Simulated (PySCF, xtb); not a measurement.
Mo(O)2(OH) (HMoO3), SMILES [O]=[Mo+]([OH])=[O], charge +1, multiplicity 1.

GFN2-xTB (xtb 6.7.1) at its own geometry gives an orbital gap of 0.28 eV.

The structure is a stationary point at B3LYP-D3(BJ)/def2-SVP. The multiplicity is an assumed one; other spin states were not compared. The isomer is the one that the SMILES or the coordinates give; other isomers of the formula were not compared. The def2 effective core potentials stand for the cores of Mo; spin–orbit coupling is left out. The values are those of a single conformer.

Question: What does PySCF with ωB97X/def2-TZVPD give? (Estimate from the structure and the level; the computed values follow.)

Answer: gap 9.64 eV (levels -18.06 and -8.43 eV).
